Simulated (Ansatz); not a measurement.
`B[SiH]1C[SiH2]1`, charge 0, multiplicity 1.

Question: Give a relaxed structure at PBE0-D4/def2-TZVP (Ansatz). (Best estimate.)

Answer: Ansatz gave: 
Cartesian coordinates in Å:
```
B 0.409 -1.524 0.423
Si 1.241 -0.096 -0.562
C -0.174 1.032 -1.031
Si -0.804 0.287 0.615
H -0.474 -2.158 -0.091
H 1.062 -2.042 1.281
H 2.345 0.715 0.041
H -0.789 0.686 -1.861
H 0.010 2.101 -1.089
H -0.644 1.235 1.745
H -2.184 -0.237 0.530
```
This is one stationary point; other conformers may exist.
